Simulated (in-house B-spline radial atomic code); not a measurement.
## Two electrons outside the [He] 2s2 core: S10+

Computed with an all-electron radial atomic-structure program (B-spline basis): configuration interaction (CI) of the two valence electrons in the field of the frozen Dirac-Fock core, alone and with many-body perturbation theory for the core (screened one- and two-electron correlation potentials), Breit and QED terms; no-pair Dirac Hamiltonian, finite nucleus. Labels give the configuration (outer n counted up each series) and the leading LS term, or the jj pair where no LS term holds 70 %.

The outer s² shell of this core is soft: its mixing with p² is only treated to second order, so levels can be several per cent off.

Excitation energies (cm⁻¹):

| level | purity of the LS term | CI alone | CI + MBPT + Breit + QED | Landé g of the LS mixture |
| --- | --- | --- | --- | --- |
| 2p2 3P0 | 0.993 | 0 | 0 | - |
| 2p2 3P1 | 1.0 | 5380 | 5157 | 1.50 |
| 2p2 3P2 | 0.988 | ? | ? | ? |
| 2p2 1D2 | 0.988 | ? | ? | ? |

Where does 2p2 3P2 lie?

13408 cm⁻¹ in CI alone and 12378 cm⁻¹ with all corrections; g = 1.50.

Where does 2p2 1D2 lie?

68064 cm⁻¹ in CI alone and 66644 cm⁻¹ with all corrections; g = 1.01.

What is the first ionisation energy?

505.35 eV to the 2p1/2 state of the next ion (503.58 eV from CI alone). NIST lists 504.55 ± 0.12 eV (semi-empirical).
